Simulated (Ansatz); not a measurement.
Two isomers of C3H7B: A = `CC1BC1`, B = `BC(=C)C`.

Program: Ansatz. Geometries: PBE0-D4/def2-TZVP. ΔE: electronic, gas phase. CBS: MP2 limit from def2 TZ/QZ plus the TZ coupled-cluster correction, frozen cores. DFT in def2-TZVPP. B3LYP here is the variant with VWN-RPA as its local correlation; programs differ in this.

A:

```xyz
11

C    -0.796   -1.099    0.339
C     0.305   -0.069    0.430
B     1.174    0.314   -0.764
C     0.134    1.302   -0.250
H    -1.610   -0.874    1.035
H    -0.421   -2.101    0.565
H    -1.228   -1.133   -0.665
H     0.780   -0.017    1.409
H     2.002    0.028   -1.564
H     0.427    2.188    0.306
H    -0.768    1.462   -0.840
```

B:

```xyz
11

B    -0.2989    0.7068   -1.3679
C     0.0346   -0.0981   -0.0973
C     0.5124   -1.3411   -0.2630
C    -0.1624    0.4842    1.2722
H    -0.7207    1.8271   -1.3056
H    -0.1324    0.2037   -2.4415
H     0.7789   -1.9815    0.5761
H     0.6503   -1.7560   -1.2557
H     0.4131    1.4070    1.3878
H    -1.2103    0.7549    1.4305
H     0.1354   -0.2070    2.0642
```

Task: Which isomer does CCSD(T)/CBS put lower? Give the gap. (An estimate is asked.)

Result: The calculation gave: B, by 14.6 kcal/mol.

Task: Give E(B) − E(A) in kcal/mol with PBE0-D4, B3LYP, BLYP-D4, PBE-D4, CCSD(T)/def2-TZVPP, B2PLYP, B3LYP-D4. (Estimate.)

Result: Computed: PBE0-D4 -9.9, B3LYP -15.3, BLYP-D4 -17.1, PBE-D4 -10.9, CCSD(T)/def2-TZVPP -15.3, B2PLYP -15.2, B3LYP-D4 -15.6. None reverses the order clearly.

Task: Does the order hold for the free energy at 298.15 K (harmonic terms from PBE0-D4)? (Estimate.)

Result: The calculation gave: Yes: G(B) − G(A) = -15.6 kcal/mol.

Largest T1 diagnostic: 0.010.

From BLYP to BHLYP (50 % exact exchange), in def2-TZVPP and without D4, E(B) − E(A) moves by +1.7 kcal/mol. Leaving LDA and LC-ωPBE aside and taking each functional with its dispersion term where it has one, the values spread over 7.3 kcal/mol, from BLYP-D4 to PBE0-D4. LDA lies +4.2 kcal/mol from PBE without D4.
